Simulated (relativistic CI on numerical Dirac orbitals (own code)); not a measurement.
Computed by Dirac-Coulomb-Breit CI, separate exchange-only KLI orbitals for each configuration, QED by a radiative potential, unscaled Slater integrals (own radial code, finite nucleus).

The strongest absorption lines from the ground level of an ion, among the configurations computed and to levels below about 599 eV (vacuum wavelength in nm, gf): 2.3431 (0.44), 2.3515 (0.16), 2.3580 (0.7), 2.3692 (0.88), 2.3768 (0.22), 5.4166 (0.81), 5.7015 (1.5), 6.0038 (0.93).

Task: Which ion is it?
A. In²³⁺
B. In²¹⁺
C. In²⁵⁺
D. I²⁷⁺

Result: A. In²³⁺ has 26 electrons and the ground level 3s2.3p6.3d8 3F_4; the strongest line goes to 3s2.3p5.3d9 3D°_3. The pattern of lines fixes the number of electrons, and along that sequence the line energies rise steadily with the charge (about as its square where n changes within one kind of shell, about linearly where n is kept but much faster in heavy ions where fine structure, which grows about as Z⁴, sets the gap, and irregularly where shells cross), which fixes Z. Configurations outside the model, such as inner-shell arrays, can give stronger lines. At this charge energies of transitions that change n are usually good to better than 1 %, and those within a shell (Δn = 0) to a few per cent. Terms inside the open d or f shell come out 10 to 20 % too wide with unscaled integrals.

LS names give the leading component of a level, which can be under half, so a name can repeat, a term be missing and a line seem to break the LS rules.
